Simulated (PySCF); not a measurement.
```xyz
3
charge 0 multiplicity 1, angstrom
In    0.0000    0.0000   -0.5334
S     0.0000    0.0000   -2.7199
Br    0.0000    0.0000    1.8784
```

All numbers come from PBE0 in PySCF with In def2-TZVP with ECP28, S def2-TZVP, Br def2-TZVP; scalar-relativistic core potentials, no spin–orbit coupling; density-fitted integrals.

This geometry of InSBr is a stationary point at this level.

(1) What is the point group?

(2) Is it a minimum?

(3) List the harmonic modes with their infrared intensities.

(4) Give the atomic charges and bond orders.

(5) Give the ideal-gas entropy at 298.15 K and 1 bar by parts.

Answers

(1) C∞v.

(2) Yes: all harmonic wavenumbers are real.

(3) 
```csv
symmetry,ω (cm⁻¹),"IR (km/mol, summed over degenerate members)",type
π,82,16.5,bend
σ+,257,12.8,stretch
σ+,492,39.0,stretch
```

(4) 
```
atom  Mulliken  Löwdin  polar tensor  Mayer order to In1
 In1      0.67   -0.20          0.96                   –
  S2     -0.40    0.02         -0.52                2.02
 Br3     -0.26    0.18         -0.44                1.06
```

(5) translation 176.4, rotation 81.6, vibration 42.0, spin 0.0; total 300.0 J/(mol K).

Other isomers or separated fragments may lie lower.
